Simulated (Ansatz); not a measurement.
Computed with Ansatz on PBE0-D4/def2-TZVP structures; ΔE is electronic, products minus reactants. CCSD(T)/CBS adds triple-zeta CCSD(T) − MP2 to the extrapolated MP2 energy (def2 sets, frozen cores). Functionals use def2-TZVPP. B3LYP here is the variant with VWN-RPA as its local correlation; programs differ in this. HSE06 is defined as in plane-wave codes. Each species was taken in one conformer, which may not be the lowest.

Consider the redistribution: `O[SiH](Cl)[SiH2]F` + `O[SiH](O)S[SiH3]` → `O[SiH](O)S[SiH](O)Cl` + `F[SiH2][SiH3]`.

```csv
level,ΔE (kcal/mol),difference from CCSD(T)/CBS
LDA (SPW92),-7.4,-1.6
revPBE-D4,-6.2,-0.4
BLYP-D4,-5.8,0.0
r2SCAN-D4,-6.3,-0.5
B97M-V,-6.7,-0.9
PBE0-D4,-6.0,-0.2
B3LYP-D4,-5.8,0.0
r2SCANh-D4,-6.3,-0.5
r2SCAN0-D4,-6.2,-0.4
HSE06-D4,-6.0,-0.2
BHLYP-D4,-5.7,0.1
CAM-B3LYP-D4,-5.7,0.1
ωB97X-V,-5.6,0.2
ωB97M-V,-6.0,-0.2
B2PLYP,-5.1,0.7
PBE-QIDH,-5.8,0.0
PBE,-5.3,0.5
revPBE,-4.3,1.5
r2SCAN,-6.1,-0.3
PBE0,-5.4,0.4
B3LYP,-4.6,1.2
r2SCANh,-6.0,-0.2
HSE06,-5.4,0.4
CAM-B3LYP,-5.0,0.8
LC-ωPBE,-5.2,0.6
HF/def2-SVP,-5.1,0.7
MP2/def2-SVP,-7.3,-1.5
CCSD/def2-SVP,-6.9,-1.1
CCSD(T)/def2-SVP,-7.1,-1.3
HF/def2-TZVPP,-3.7,2.1
MP2/def2-TZVPP,-6.0,-0.2
SCS-MP2/def2-TZVPP,-5.2,0.6
CCSD/def2-TZVPP,-5.4,0.4
CCSD(T)/def2-TZVPP,-5.8,0.0
HF/def2-QZVPP,-3.7,2.1
MP2/def2-QZVPP,-5.9,-0.1
SCS-MP2/def2-QZVPP,-5.1,0.7
HF/CBS(def2),-3.7,2.1
MP2/CBS(def2),-5.9,-0.1
CCSD/CBS(def2),-5.4,0.4
CCSD(T)/CBS,-5.8,0
```

Largest T1 diagnostic among the species: 0.012.

Leaving LDA and LC-ωPBE aside and taking each functional with its dispersion term where it has one, the values spread over 1.6 kcal/mol, from B97M-V to B2PLYP. LDA lies −2.1 kcal/mol from PBE without D4. In def2-TZVPP, CCSD(T) changes the Hartree–Fock value by −2.1 kcal/mol (the triples alone add −0.4 kcal/mol) and MP2 by −2.2 kcal/mol. At CCSD(T), def2-SVP lies −1.3 kcal/mol from the extrapolated value and def2-TZVPP −0.0 kcal/mol.
